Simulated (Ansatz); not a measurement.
C8H10O can be A, `Cc1cc(C)cc(O)c1`, or B, `Cc1cccc(O)c1C`.

Gas-phase electronic energies from Ansatz, PBE0-D4/def2-TZVP geometries. CCSD(T)/CBS is the MP2 limit (def2-TZVPP, def2-QZVPP) plus CCSD(T) − MP2 in def2-TZVPP, frozen cores. Functionals use def2-TZVPP. B3LYP here is the variant with VWN-RPA as its local correlation; programs differ in this. Each species was taken in one conformer, which may not be the lowest.

A:

Z-matrix (Å, degrees):
```
C
C 1 1.499
H 1 1.094 2 111.1
H 1 1.093 2 111.2 3 119.4
H 1 1.091 2 111.2 3 -120.2
C 2 1.387 1 121.0 3 116.3
C 2 1.392 1 120.1 3 -63.2
C 6 1.394 2 121.3 1 -179.6
H 6 1.085 2 119.3 1 0.3
C 7 1.386 2 120.2 1 179.5
H 7 1.087 2 119.9 1 -0.3
C 8 1.499 6 120.4 2 -178.5
C 8 1.386 6 119.1 2 0.2
O 10 1.357 7 122.3 2 -179.8
H 12 1.094 8 110.7 6 82.9
H 12 1.092 8 111.3 6 -36.4
H 12 1.091 8 111.4 6 -157.5
H 13 1.084 8 121.1 6 179.7
H 14 0.961 10 109.1 7 0.1
```

B:

```xyz
19

C    -1.618    1.269    0.928
C    -0.507    0.284    0.708
C    -0.031   -0.458    1.783
C     0.994   -1.376    1.615
C     1.559   -1.567    0.369
C     1.088   -0.830   -0.707
O     1.674   -1.054   -1.912
C     0.056    0.100   -0.560
C    -0.404    0.862   -1.767
H    -1.924    1.270    1.974
H    -2.499    1.030    0.326
H    -1.316    2.288    0.670
H    -0.470   -0.311    2.763
H     1.355   -1.946    2.463
H     2.361   -2.278    0.207
H     1.267   -0.489   -2.575
H    -1.209    1.554   -1.529
H    -0.783    0.193   -2.550
H     0.407    1.458   -2.205
```

Which is lower in electronic energy at CCSD(T)/CBS, and by how much? (Best estimate.)

Computed: A, by 2.0 kJ/mol.

Give E(B) − E(A) in kJ/mol with ωB97M-V, LDA (SPW92), B3LYP, PBE0-D4, CCSD(T)/def2-SVP, HF/def2-TZVPP, MP2/def2-TZVPP. (Best estimate.)

Computed: ωB97M-V 3.2, LDA (SPW92) -2.3, B3LYP 8.2, PBE0-D4 3.3, CCSD(T)/def2-SVP 4.3, HF/def2-TZVPP 14.0, MP2/def2-TZVPP 0.5. The order is the other way round with LDA (SPW92).

Largest T1 diagnostic: 0.011.

The D4 term adds −3.6 kJ/mol with B3LYP and −2.0 kJ/mol with PBE0; it sums over pairs of atoms, weighted by their polarisabilities, and B3LYP, whose exchange is more repulsive, gets the larger term. Leaving LDA and LC-ωPBE aside and taking each functional with its dispersion term where it has one, the values, not all of them listed here, spread over 3.4 kJ/mol, from revPBE-D4 to B2PLYP. LDA lies −7.4 kJ/mol from PBE without D4.
